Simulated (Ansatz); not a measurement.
`O=[CH][GeH2][AlH2]` + `N[SiH3]` → `[AlH2][NH][SiH3]` + `O=[CH][GeH3]` at 500 K and 1 bar (cleavage of the Al–Ge bond).

Computed with Ansatz on PBE0-D4/def2-TZVP structures; ΔE is electronic, products minus reactants. CCSD(T)/CBS is the MP2 limit (def2-TZVPP, def2-QZVPP) plus CCSD(T) − MP2 in def2-TZVPP, frozen cores. This one scheme is used for every species. For Ge outer-core shells are correlated without core-valence functions, which leaves a few kJ/mol of doubt a bond. Scalar relativity is left out up to krypton. One conformer a species, not always the lowest.

```
             species  CCSD(T)/CBS energy (Eh)  H − E (kJ/mol)  S (J/(mol·K))
`O=[CH][GeH2][AlH2]`              -2434.30864           170.6          437.4
           `N[SiH3]`               -346.80422           161.3          303.9
  `[AlH2][NH][SiH3]`               -589.44550           184.4          371.1
      `O=[CH][GeH3]`              -2191.69659           139.7          346.6
```

H − E and S are ideal-gas, rigid-rotor, harmonic terms from PBE0-D4/def2-TZVP, for one conformer and one mirror image of each species. 1 Eh = 2625.50 kJ/mol, R = 8.31446 J/(mol·K).

**Question.** By hand: ΔE, ΔH, ΔS and ΔG.

**Answer.** ΔE = (-589.44550) + (-2191.69659) − (-2434.30864) − (-346.80422) = -0.02923 Eh = -76.7 kJ/mol. Δ(H − E) = 184.4 + 139.7 − 170.6 − 161.3 = -7.8, so ΔH = -84.5 kJ/mol. ΔS = 371.1 + 346.6 − 437.4 − 303.9 = -23.6 J/(mol·K). ΔG = -84.5 − 500 × (-23.6)/1000 = -72.7 kJ/mol.

**Question.** By hand: the equilibrium constant, and the temperature at which ΔG would vanish if ΔH and ΔS stayed fixed.

**Answer.** log₁₀ K = −ΔG/(RT ln 10) = 7.6. ΔG = 0 at ΔH/ΔS = 3581 K, far beyond where these terms or the molecules hold.

ΔH outweighs TΔS. A doubt of 5 kJ/mol in ΔE shifts log₁₀ K by 0.5 here. Other conformers and mirror images would add mixing entropy, several J/(mol·K) or more a flexible species. Modes under 60 cm⁻¹, often nearly free rotors, make the harmonic entropy too high. These are equilibria of isolated gas molecules and say nothing of rates. Largest T1 diagnostic: 0.015 (customary marks: 0.02 for closed shells, 0.045 for open ones).
